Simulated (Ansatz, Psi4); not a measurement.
Ansatz (a first-principles code) was given this input:
Ansatz 0.2 input:
```yaml
crystal:
  periodic: [false, false, false]
  atoms:
    - {symbol: Si, position_ang: [-0.02575223, -0.64981803, 0.02847438]}
    - {symbol: Cl, position_ang: [1.71995071, 0.29695952, 0.03104826]}
    - {symbol: Cl, position_ang: [-1.69121941, 0.42803083, -0.06281662]}
    - {symbol: H, position_ang: [-0.09310054, -1.56301606, 1.20082412]}
    - {symbol: H, position_ang: [-0.03480039, -1.66436741, -1.05940340]}
basis:
  gaussian:
    orbitals: cc-pVDZ
hamiltonian:
  xc: r2scan
total_charge: 1
magnetization: {spin_polarized: true, initial_magnetization: 1}
accuracy: high
```

Problem. Give the equivalent Psi4 input.

Solution. Several could match; the one computed here: 
```
memory 2 GB

molecule mol {
1 2
Si   -0.025752   -0.649818    0.028474
Cl    1.719951    0.296960    0.031048
Cl   -1.691219    0.428031   -0.062817
H    -0.093101   -1.563016    1.200824
H    -0.034800   -1.664367   -1.059403
}

set {
  basis cc-pvdz
  reference uks
  scf_type pk
  puream true
  d_convergence 1e-8
  dft_radial_points 99
  dft_spherical_points 590
}

energy('r2scan')
print_variables()
```

Both were run: Ansatz gave -1210.694720 Eh and Psi4 -1210.694554 Eh, 0.166 mEh apart.
